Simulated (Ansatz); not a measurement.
A nudged elastic band was laid between two geometries of Cl$_{2}$FHSi (5 atoms, charge 0, multiplicity 1).

Method: Ansatz, RKS PBE/def2-SVPD.

| Item | Value |
| --- | --- |
| movable images | 5 |
| climbing image | yes |
| spring | 5.0 eV/Å² |
| optimiser | quadratic models (default) |
| start path | through a guess of the saddle point |
| force threshold | 0.05 eV/Å |
| iteration limit | 60 |
| end points | relaxed |

First end point:

```xyz
5
Properties=species:S:1:pos:R:3
Si 0.181 0.000 0.190
H 0.163 0.000 1.674
F 1.737 0.000 -0.322
Cl -0.735 1.690 -0.554
Cl -0.735 -1.690 -0.554
```

Last end point:

```xyz
5
Properties=species:S:1:pos:R:3
Si -1.026 0.005 0.244
H 1.767 -0.011 1.657
F 1.604 0.006 0.735
Cl -0.863 1.647 -1.107
Cl -0.870 -1.647 -1.095
```

(1) Which bonds break or form, and what moves?

(2) What energy profile does the band end with?

(3) What is the geometry of the highest image?

Answers

(1) Bonds broken: Si1–H2, Si1–F3. Bonds formed: H2–F3. Cl2FHSi becomes Cl2Si + FH.

(2) The run converged. The highest image is number 3 of 0 to 6, 2.96 eV above the first end and 0.71 eV above the last; the last end lies 2.25 eV above the first. Neighbouring images differ by up to 1.4 eV, so the band resolves the path poorly. A vibrational analysis at the climbing image gives one clearly imaginary mode, 1154i cm⁻¹: a first-order saddle point. The orbitals stay closed-shell, which can raise the energy where a bond breaks towards radicals; this wasn't checked here.

```tsv
image	path coordinate (Å)	energy (eV)	Si1–H2 (Å)	Si1–F3 (Å)	H2–F3 (Å)
0	0.00	0.00	1.48	1.64	2.54
1	0.45	0.39	1.48	1.65	2.14
2	0.89	1.80	1.51	1.75	1.67
3	1.34	2.96	1.66	1.99	1.22
4	1.76	2.47	2.08	2.32	0.97
5	2.18	2.29	2.62	2.52	0.94
6	2.61	2.25	3.13	2.68	0.94
```

(3) 
```xyz
5
Properties=species:S:1:pos:R:3
Si -0.347 0.000 0.369
H 1.000 0.000 1.339
F 1.643 0.000 0.301
Cl -0.842 1.667 -0.788
Cl -0.842 -1.667 -0.788
```

Time of the run: 34 s on 4 threads of Arm Neoverse V2, on a shared host, peak memory 0.16 GiB.
